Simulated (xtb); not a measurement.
C₃H₁₀OSi₂, SMILES [Si@H]1(C)OC[SiH2]C1. All values are semi-empirical tight-binding results from xtb (GFN2-xTB unless named), good for trends rather than for accurate numbers. Coordinates come from a GFN2-xTB optimisation. The structure was generated by enumeration; whether it is a known compound was not checked. Other conformers were not sampled.

Task: Estimate the properties. (Estimate from the structure and the level; the computed values follow.)

Result: 
- orbital gap = 5.29 eV
- dipole moment = 1.20 D
- zero-point energy = 75.2 kcal/mol
- G − E(el) at 298.15 K (modified RRHO) = 54.2 kcal/mol
- static polarisability (D4 model) = 93.7 bohr³
- solvation energy, GFN2-xTB/ALPB(water) = 0.0 kcal/mol
- solvation energy, GFN2-xTB/ALPB(ether) = -4.6 kcal/mol
